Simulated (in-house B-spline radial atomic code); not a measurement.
What moves the levels of neutral mercury ([Xe] 4f14 5d10 6s2)? Level of theory: Dirac-Hartree-Fock, average of configuration, Fermi nucleus of rms radius 5.4648 fm; calculated with a B-spline radial code for spherical atoms.

Baseline run (computed): total energy -19648.8727 hartree, 1s1/2 at -3074.232 hartree, 6s1/2 at -8.9263 eV with <r> = 2.843 bohr.

Scaling the speed of light c (a factor of 100 is close to the non-relativistic limit):

```json
{"c/c0": "0.9", "ΔE (hartree)": "-371.92", "6s1/2 level (eV)": "-9.66689", "6s1/2 <r> (bohr)": "2.709"}
{"c/c0": "0.98", "ΔE (hartree)": "-62.481", "6s1/2 level (eV)": "-9.04364", "6s1/2 <r> (bohr)": "2.82"}
{"c/c0": "1.02", "ΔE (hartree)": "57.801", "6s1/2 level (eV)": "-8.82012", "6s1/2 <r> (bohr)": "2.865"}
{"c/c0": "3", "ΔE (hartree)": "1123.4", "6s1/2 level (eV)": "-7.23913", "6s1/2 <r> (bohr)": "3.281"}
{"c/c0": "100", "ΔE (hartree)": "1240.4", "6s1/2 level (eV)": "-7.10294", "6s1/2 <r> (bohr)": "3.328"}
```

Changing the nucleus:

| nucleus | ΔE (eV) |
| --- | --- |
| Gaussian nucleus of rms radius 5.4648 fm | -1.03 |
| uniform spherical nucleus of rms radius 5.4648 fm | 0.244 |
| Gaussian nucleus of rms radius 0.01 fm | -130 |
| Fermi nucleus of rms radius 5.3555 fm | -4.16 |
| Fermi nucleus of rms radius 5.5741 fm | 4.21 |

A larger nucleus binds the electrons less, roughly as the density at the nucleus times the change of the nuclear <r²>. At equal rms radius the shape enters only through higher moments. A radius of 0.01 fm is nearly a point.

(1) The nuclear charge is raised by 0.1. What does the Hellmann-Feynman theorem predict for the energy, and what is found?

Results:

(1) dE/dZ ≈ -Σ<1/r>, which is -619.604 at the start and -620.852 at the end; their mean times 0.1 is -62.023 hartree, and the two runs differ by -62.018 hartree.
